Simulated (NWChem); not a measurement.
System: Si2N2H8; SMILES N[SiH2]N[SiH3]

The following NWChem deck was run.

```
start job
memory heap 200 mb stack 900 mb global 1100 mb
geometry units angstroms noautosym nocenter noautoz
  Si     0.066033    -2.021951     0.072436
  N      0.327593    -0.390092    -0.469984
  Si    -0.519567     1.076607    -0.075201
  N      0.619858     2.331634     0.244046
  H      1.365518    -2.669180     0.439527
  H     -0.578275    -2.898065    -0.958873
  H     -0.822117    -1.973845     1.270451
  H      1.052376    -0.272758    -1.175595
  H     -1.428773     0.680294     1.047164
  H     -1.354028     1.627217    -1.189316
  H      1.266882     2.279714     1.022395
  H      0.399641     3.290879     0.004492
end
basis spherical
  Si library 6-31g*
  N library 6-31g*
  H library 6-31g*
end
dft
  xc hfexch
  iterations 150
end
property
  efieldgrad
end
task dft property
```

Structure relaxed at the PBE0/def2-SVP level.

Vzz is the largest principal value of the second derivative of the potential at the nucleus (NWChem prints the opposite sign); η is the asymmetry. Non-relativistic.

Atoms are numbered as in the input.

**Question.** Give the results of this calculation. (Hartree-Fock/6-31G* (spherical d).) Quantities: Vzz N2 (a.u.); η N2; Vzz N4 (a.u.); η N4.

**Answer.** The vzz N2 (a.u.) comes out as -0.707 and the η N2 comes out as 0.51. The vzz N4 (a.u.) is -0.913 and the η N4 comes out as 0.37.
